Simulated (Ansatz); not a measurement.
Born–Oppenheimer molecular dynamics of BClFH₅Si (9 atoms, charge 0, multiplicity 1). It starts at the highest image of a converged band. Of that band: Neighbouring images differ by up to 1.6 eV, so the band resolves the path poorly. A vibrational analysis at the climbing image gives one clearly imaginary mode, 1032i cm⁻¹: a first-order saddle point.

The calculation used RKS PBE0/def2-SVP in Ansatz.

| Property | Result |
| --- | --- |
| ensemble | NVE (velocity Verlet) |
| time step | 0.5 fs |
| steps asked | 200 |
| starting velocities drawn for | 100 K |
| seed | 4326 |

First frame:

```xyz
9
Properties=species:S:1:pos:R:3
B -0.163 -0.274 0.070
F 0.220 0.565 1.439
H 0.774 -0.189 -0.678
Cl -1.777 0.212 -0.492
Si -0.269 -2.299 0.791
H -0.417 -2.887 -0.572
H 0.952 -2.878 1.434
H -1.470 -2.614 1.619
H 0.086 -0.529 1.511
```

Problem. How far do the bonds stretch over the last three quarters of this one trajectory? (Pairs bonded in most of those frames.)

Solution. 
```
  bond  mean (Å)  spread (Å)  shortest  longest
 B1–H3     1.209       0.006      1.20     1.22
B1–Cl4     1.762       0.030      1.72     1.80
B1–Si5     2.037       0.038      1.97     2.10
 F2–H9     0.927       0.006      0.92     0.94
Si5–H6     1.501       0.008      1.49     1.51
Si5–H7     1.501       0.015      1.47     1.53
Si5–H8     1.499       0.025      1.46     1.54
```

Mean temperature of the second half: 470 K. The conserved energy stayed within 0.026 meV per atom of its start (net change 0.017 meV per atom), so the integration is sound. The system heated up, since it started high on the potential surface and ran downhill. A run of 0.1 ps of so small a system gives no equilibrium averages. The orbitals stay closed-shell, which can raise the energy where a bond breaks towards radicals; this wasn't checked here.

The run took 6.2 min on 2 threads of Arm Neoverse V1 (shared host), peak memory 0.17 GiB.
